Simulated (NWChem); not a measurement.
Species: C2H2FI; SMILES F/C=C\I

```xyz
6

F     -0.8367     2.3861     0.0000
C      0.4787     2.1611     0.0000
C      1.0319     0.9396     0.0000
I     -0.0894    -0.8299     0.0000
H      1.0810     3.0866     0.0000
H      2.1232     0.8177     0.0000
```
Atoms are numbered in this order, from 1.

Geometry: optimised at PBE-D3(BJ)/def2-SVP. def2 effective core potentials on I; no spin-orbit coupling.

Symmetry labels are those of Cs in the frame above (b1 and b2, or b-type labels, depend on it).

Problem. List the 4 lowest vertical singlet excitations from PBE/def2-SVP with def2 effective core potentials on I, full TDDFT (NWChem).

Solution. 
| state | energy (eV) | oscillator strength | symmetry | leading excitation (squared amplitude) |
|---|---|---|---|---|
| S1 | 4.43 | 0.001 | a" | HOMO → LUMO (1.00) |
| S2 | 5.06 | 0.000 | a' | HOMO−1 → LUMO (1.00) |
| S3 | 5.32 | 0.000 | a" | HOMO−1 → LUMO+1 (1.00) |
| S4 | 5.57 | 0.103 | a' | HOMO → LUMO+1 (0.81) |
